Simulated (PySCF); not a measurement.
Work out the structure from these simulated measurements.

Elements present: C, H, N, O and Si. Monoisotopic mass: 164.0801 u.

| Quantity | Value |
| --- | --- |
| NMR, other nuclei | isotropic shieldings of nuclei other than C and H, by class: 235 (1 N), 236 (1 N), 240 (1 O), 344 (1 Si), 396 (1 Si) ppm [GIAO PBE0/pcSseg-1] |
| 13C NMR | chemical shifts (computed TMS as zero) by class: 30.1 (1 C), 3.0 (3 C) ppm [GIAO PBE0/pcSseg-1] |
| Dipole | 1.12 D [PBE0/pcSseg-1] |
| Rotational structure | rotational constants A, B, C: 1.495, 0.754, 0.626 GHz [GFN2-xTB] |
| 1H NMR | chemical shifts (computed TMS as zero) by class: 4.73 (1 H), 2.78 (3 H), 0.55 (2 H), 0.24 (1 H), 0.13 (9 H) ppm [GIAO PBE0/pcSseg-1] |

Electronic properties: PySCF, gas phase, density fitting. Levels stand in brackets. Isolated species at its GFN2-xTB geometry (one conformer only). Each NMR value is the plain mean over a class of atoms that symmetry, rotation or inversion makes alike.

Question: Which formula fits the mass and the elements?

Answer: C4H16N2OSi2 (calculated 164.0801). No other formula that holds each of these elements comes within 0.0003 u with a fitting electron parity and a possible valence count.

Question: What is the compound? Reason from the data.

Answer: Numbering: `[CH3:1][NH:2][Si@@H:3]([NH2:4])[O:5][Si:6]([CH3:7])([CH3:8])[CH3:9]`. Its formula, C4H16N2OSi2, gives 0 degrees of unsaturation, so no ring and no π bond. 4 carbons fall into 2 classes; from least to most shielded: N-methyl carbon [C1] (30.1 ppm), Si-methyl carbon [C7/C8/C9] (3.0 ppm, 3 C). Hydrogen classes from least to most shielded: 1 H on an oxygen-bound silicon, Si3 (4.73 ppm), 3 H on an N-methyl carbon, C1 (2.78 ppm), 2 H on a silicon-bound nitrogen, N4 (0.55 ppm), 1 H on a silicon-bound nitrogen, N2 (0.24 ppm), 9 H on 3 Si-methyl carbons, C7/C8/C9 (0.13 ppm, a mean of values up to 0.6 ppm apart in this geometry). The other shieldings belong to: 235 ppm, silicon-bound nitrogen [N4]; 236 ppm, silicon-bound nitrogen [N2]; 240 ppm, siloxane oxygen [O5]; 344 ppm, oxygen-bound silicon [Si6]; 396 ppm, oxygen-bound silicon [Si3]. The optimised geometry has point group C1 and is an asymmetric top. Structure: `CN[Si@@H](N)O[Si](C)(C)C`. Computed isomers that give other values at the same levels: `CC(C)N[Si@@](C)(N)O[SiH3]` (13C chemical shifts (computed TMS as zero) by class: 45.6 (1 C), 30.8 (1 C), 29.7 (1 C), -0.7 (1 C) ppm); `CC(C)O[Si@H](C)[SiH](N)N` (13C chemical shifts (computed TMS as zero) by class: 68.5 (1 C), 28.2 (1 C), 24.9 (1 C), -2.3 (1 C) ppm); `C[Si@](N)(O)NCCC[SiH3]` (13C chemical shifts (computed TMS as zero) by class: 49.1 (1 C), 37.1 (1 C), 9.4 (1 C), -0.1 (1 C) ppm). The assignments are read from this structure; whether some other isomer fits the data as well wasn't checked. The mirror image fits equally.

Conformer computed: `[CH3:1][NH:2][Si@@H:3]([NH2:4])[O:5][Si:6]([CH3:7])([CH3:8])[CH3:9]`: C1–N2–Si3–N4 -173°, N2–Si3–O5–Si6 -74°, Si3–O5–Si6–C7 -127°, H–N4–Si3–N2 175°, H–N4–Si3–N2 41°.
